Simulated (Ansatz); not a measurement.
# CsBr (SMILES [Br][Cs]): methods side by side

The species is CsBr (2 atoms), meant as a singlet with charge 0. As SMILES, `[Br][Cs]`. The bond length is the measured one. The run starts from this shape.

```jsonl
{"atom": "Br", "x (Å)": "0.0000", "y (Å)": "0.0000", "z (Å)": "0.0000"}
{"atom": "Cs", "x (Å)": "0.0000", "y (Å)": "0.0000", "z (Å)": "3.0723"}
```

Each level gives the adiabatic ionisation energy (to the doublet cation, no zero-point term) (eV). The values are calculated.

```json
{"level": "SVWN5/def2-TZVP (core potential)", "kind": "LDA", "program": "Ansatz", "value (eV)": "8.28"}
{"level": "PBE-D3(BJ)/def2-TZVP (core potential)", "kind": "GGA", "program": "Ansatz", "value (eV)": "7.84"}
{"level": "r2SCAN/def2-TZVP (core potential)", "kind": "meta-GGA", "program": "Ansatz", "value (eV)": "7.83"}
{"level": "B3LYP-D4/def2-TZVP (core potential)", "kind": "global hybrid", "program": "Ansatz", "value (eV)": "7.79"}
{"level": "wB97X-V/def2-TZVP (core potential)", "kind": "range-separated hybrid", "program": "Ansatz", "value (eV)": "7.73"}
```

Spin-orbit coupling, which can split open shells on such heavy atoms by tenths of an eV, is left out. The values span 7.73 to 8.28 eV.
